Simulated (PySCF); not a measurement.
PySCF job for C₂H₆BFN₂, SMILES C=C(F)B(N)N, PBE/pcSseg-1. Geometry: PBE-D3(BJ)/def2-SVP. The geometry has at least one imaginary mode, so it is a saddle point at that level. The structure was generated by enumeration, and PubChem lists no compound with its InChIKey, so it may never have been made. Other conformers were not sampled.

```python
import numpy as np
from pyscf import gto, scf, dft
from pyscf.prop.nmr import rks as nmr

mol = gto.M(
    atom='''
    C     1.89179293    0.62105934   -0.04737686
    C     0.79005408   -0.12922299    0.13608847
    F     0.95730235   -1.38630538    0.65507008
    B    -0.72971362    0.22436968   -0.16657495
    N    -1.67632616   -0.79119001    0.12335903
    N    -1.07875768    1.49530943   -0.69778091
    H     1.80866214    1.63547438   -0.46230021
    H     2.89417992    0.24525832    0.20878009
    H    -1.36654902   -1.68386338    0.50340994
    H    -2.68172303   -0.71553131   -0.01498715
    H    -2.03426514    1.77470377   -0.91132531
    H    -0.39295296    2.21900431   -0.89764992
    ''',
    basis='pcSseg-1',
    charge=0,
    spin=0,
    max_memory=1600,
    verbose=3,
)
mf = dft.RKS(mol, xc='pbe')
mf.grids.level = 3
mf.conv_tol = 1e-10
mf.max_cycle = 100
mf.kernel()
n = nmr.NMR(mf)
n.verbose = 2
n.max_cycle_cphf = 60
sigma = n.kernel()
print('atom   isotropic/ppm   span/ppm')
for i, s in enumerate(sigma):
    w = np.linalg.eigvalsh((s + s.T) / 2)
    print(f'{mol.atom_symbol(i):2s}{i + 1:3d} {w.mean():14.3f} {w[2] - w[0]:11.3f}')
```

Output:

```
converged SCF energy = -313.695934641223
atom   isotropic/ppm   span/ppm
C   1         76.781     187.028
C   2         -3.037     168.173
F   3        255.135     268.041
B   4         75.151      67.770
N   5        193.791      91.556
N   6        201.642      87.406
H   7         26.322       5.847
H   8         25.900       6.949
H   9         28.092      13.705
H  10         28.961      13.310
H  11         29.080      14.152
H  12         28.761      13.727
```

The calculation finished and met its thresholds.
